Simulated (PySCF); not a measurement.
A GIAO shielding run with PySCF 2.14.0 with density-fitted response routines (density fitting, non-relativistic, gas phase) on `C[P@@H](=O)C1=CCCC1`, C6H11OP:

```
{"job": {"kind": "nmr", "xc": "PBE0", "basis": "pcSseg-1"}, "charge": 0, "multiplicity": 1}
C      2.714439     0.354839    -0.682886
P      1.701634    -0.992320     0.023042
O      2.257422    -1.586870     1.239268
C      0.034264    -0.345934     0.187137
C     -0.636165    -0.364887     1.334814
C     -1.988029     0.261332     1.202385
C     -2.173721     0.387006    -0.320758
C     -0.755968     0.304698    -0.913429
H      2.284156     0.749832    -1.597611
H      2.789524     1.140848     0.068083
H      3.710438    -0.039072    -0.877766
H      1.598707    -1.887598    -1.046091
H     -0.258717    -0.761380     2.261609
H     -2.768283    -0.339422     1.670525
H     -1.988605     1.240646     1.689891
H     -2.769418    -0.451111    -0.683477
H     -2.682129     1.307902    -0.599984
H     -0.353539     1.299923    -1.122028
H     -0.725813    -0.269182    -1.840187
```

Hardware: 1 thread of an Arm Neoverse V1, shared host. The job also computes population analyses, field gradients, ring-centre shieldings.

Q: How large is the calculation?

A: 70 electrons, 198 basis functions and 1046 auxiliary functions.

Q: How long does it take?

A: 43 s of wall time, with 15 SCF cycles and 4 response iterations. Times on a shared host scatter by some tens of per cent.
